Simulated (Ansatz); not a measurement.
Species: C4H4O2, SMILES `Oc1ccoc1` (H–O–C–C torsion 180°) (charge 0, multiplicity 1).

Give a relaxed geometry from PBE0-D3(BJ)/def2-TZVP run with Ansatz (a quantum-chemistry and plane-wave program).

Several could match; the one computed here: the end point of this relaxation, one of several conformers (outside a Z-matrix the atoms follow the SMILES, hydrogens last).
Z-matrix (Å, degrees):
```
C
O 1 1.3517
H 2 0.9606 1 109.46
C 1 1.3586 2 130.15 3 0.00
O 4 1.3611 1 109.48 2 180.00
C 5 1.3450 4 107.19 1 0.00
C 6 1.3538 5 111.09 4 -0.01
H 4 1.0768 1 133.76 2 0.00
H 6 1.0774 5 116.17 4 180.00
H 7 1.0777 6 127.62 9 0.00
```
